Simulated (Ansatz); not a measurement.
Species: CH$_{4}$N$_{2}$Si, SMILES `N=C=N[SiH3]` (charge 0, multiplicity 1).

Give a relaxed geometry from B3LYP-D3(BJ)/def2-TZVP (Ansatz, a first-principles code).

the end point of this relaxation (outside a Z-matrix the atoms follow the SMILES, hydrogens last).
Cartesian coordinates (Å) in one orientation:
```xyz
8

N      2.520     0.023     0.075
C      1.352     0.157     0.395
N      0.227     0.193     0.823
Si    -1.428    -0.190     0.560
H      3.018     0.710    -0.469
H     -1.880    -1.072     1.655
H     -1.621    -0.871    -0.742
H     -2.203     1.067     0.581
```
